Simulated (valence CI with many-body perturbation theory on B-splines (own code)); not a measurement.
**Forbidden lines of Pm56+**

Level of theory: configuration interaction combined with many-body perturbation theory (CI+MBPT): three valence electrons over a frozen Dirac-Fock core [He], radial functions for each j: 11 s, 11 p, 9 d, 7 f, 5 g, 2 h, 1 i, with the one-electron correlation potential Σ1, the two-electron term Σ2, the three-electron term Σ3, Breit, model QED; selected CI, second order for the rest (own B-spline code, finite nucleus).

No measured spectrum was set against this ion. As an estimate, large intervals hold to a few tenths of a per cent, small ones and those within an open d or f shell to about a per cent.

Lines 1 to 29 of 29 in falling wavelength, among levels below 8150.3 eV, chosen from the decays that carry over 1 % of a level's rate. Wavelengths and rates use the calculated energies. Electric multipoles are in the length gauge, E1 and E2 with the static RPA response of the core. S is in atomic units (e²a₀⁴ for E2 and M2, e²a₀⁶ for E3), for M1 in squared Bohr magnetons. Weak lines are less certain than strong ones. Lines between different terms over intervals too small for the method are left out, as are lines whose strength nearly cancels. The highest levels of a list are the least certain.

Levels are named by their leading jj configuration (3d3/2^4 stands for four electrons in 3d with j = 3/2), which in mixed levels can hold well under half, so a name can repeat and another be missing. Letters in brackets count levels of one name in rising energy.

| λ vac (Å) | Upper | Lower | Type | A (s⁻¹) | S (a.u.) |
| --- | --- | --- | --- | --- | --- |
| 22.38 | (2s 2p1/2 2p3/2) J=3/2 [a] | (2s 2p1/2^2) J=1/2 | M1 | 1.08e+09 | 1.79e+00 |
| 21.47 | (2s 2p3/2 3d5/2) J=9/2 | (2s 2p1/2 3d5/2) J=7/2 | M1 | 1.03e+09 | 3.77e+00 |
| 20.21 | (2s^2 2p3/2) J=3/2 | (2s^2 2p1/2) J=1/2 | M1 | 1.05e+09 | 1.29e+00 |
| 1.977 | (2s^2 3p1/2) J=1/2 | (2s^2 2p3/2) J=3/2 | E2 | 9.39e+11 | 5.06e-05 |
| 1.958 | (2s 2p3/2 3p3/2) J=7/2 | (2s 2p3/2^2) J=3/2 | E2 | 2.58e+10 | 5.30e-06 |
| 1.931 | (2s 2p3/2 3p3/2) J=7/2 | (2s 2p3/2^2) J=5/2 | E2 | 3.09e+11 | 5.93e-05 |
| 1.928 | (2s 2p3/2 3p3/2) J=1/2 [b] | (2s 2p3/2^2) J=3/2 | E2 | 5.38e+11 | 2.56e-05 |
| 1.926 | (2s 2p1/2 3p3/2) J=5/2 | (2s 2p1/2 2p3/2) J=5/2 | E2 | 2.57e+11 | 3.65e-05 |
| 1.921 | (2s^2 3p3/2) J=3/2 | (2s^2 2p3/2) J=3/2 | E2 | 4.62e+11 | 4.32e-05 |
| 1.904 | (2s 2p3/2 3d5/2) J=9/2 | (2s 2p3/2^2) J=5/2 | M2 | 1.74e+10 | 3.88e-06 |
| 1.904 | (2s 2p3/2 3d5/2) J=9/2 | (2s 2p3/2^2) J=5/2 | E3 | 9.86e+08 | 2.84e-06 |
| 1.902 | (2s 2p3/2 3p3/2) J=1/2 [b] | (2s 2p3/2^2) J=5/2 | E2 | 1.88e+11 | 8.36e-06 |
| 1.767 | (2s 2p3/2 3p3/2) J=7/2 | (2s 2p1/2 2p3/2) J=5/2 | E2 | 2.47e+11 | 3.04e-05 |
| 1.765 | (2s 2p1/2 3p3/2) J=5/2 | (2s 2p1/2^2) J=1/2 | E2 | 5.13e+11 | 4.70e-05 |
| 1.758 | (2s 2p3/2 3p3/2) J=7/2 | (2s 2p1/2 2p3/2) J=3/2 [a] | E2 | 3.80e+11 | 4.56e-05 |
| 1.757 | (2s 2p3/2 3p3/2) J=1/2 [b] | (2s 2p1/2 2p3/2) J=3/2 [b] | E2 | 5.40e+11 | 1.61e-05 |
| 1.754 | (2s^2 3p3/2) J=3/2 | (2s^2 2p1/2) J=1/2 | E2 | 5.54e+11 | 3.29e-05 |
| 1.744 | (2s 2p3/2 3d5/2) J=9/2 | (2s 2p1/2 2p3/2) J=5/2 | M2 | 5.13e+09 | 7.39e-07 |
| 1.744 | (2s 2p3/2 3d5/2) J=9/2 | (2s 2p1/2 2p3/2) J=5/2 | E3 | 8.95e+08 | 1.40e-06 |
| 1.735 | (2s 2p3/2 3d5/2) J=9/2 | (2s 2p1/2 2p3/2) J=3/2 [a] | E3 | 1.71e+09 | 2.57e-06 |
| 1.717 | (2p1/2 2p3/2 3d3/2) J=5/2 [a] | (2s 2p1/2 2p3/2) J=1/2 | E2 | 8.41e+11 | 6.73e-05 |
| 1.714 | (2p1/2 2p3/2 3d3/2) J=7/2 | (2s 2p1/2 2p3/2) J=3/2 [b] | E2 | 1.04e+12 | 1.10e-04 |
| 1.703 | (2p1/2^2 3d3/2) J=3/2 | (2s 2p1/2^2) J=1/2 | E2 | 2.66e+12 | 1.36e-04 |
| 1.701 | (2p1/2 2p3/2 3d3/2) J=7/2 | (2s 2p1/2 2p3/2) J=5/2 | E2 | 1.32e+12 | 1.34e-04 |
| 1.696 | (2p1/2 2p3/2 3d3/2) J=5/2 [a] | (2s 2p1/2 2p3/2) J=3/2 [a] | E2 | 1.27e+12 | 9.51e-05 |
| 1.695 | (2p1/2 2p3/2 3d3/2) J=1/2 [a] | (2s 2p1/2 2p3/2) J=3/2 [a] | E2 | 2.43e+12 | 6.08e-05 |
| 1.692 | (2p1/2 2p3/2 3d3/2) J=7/2 | (2s 2p1/2 2p3/2) J=3/2 [a] | E2 | 3.13e+11 | 3.11e-05 |
| 1.689 | (2p1/2 2p3/2 3d5/2) J=9/2 | (2s 2p1/2 2p3/2) J=5/2 | E2 | 2.78e+12 | 3.42e-04 |
| 1.685 | (2p1/2 2p3/2 3d5/2) J=7/2 [a] | (2s 2p1/2 2p3/2) J=3/2 [a] | E2 | 2.44e+12 | 2.37e-04 |
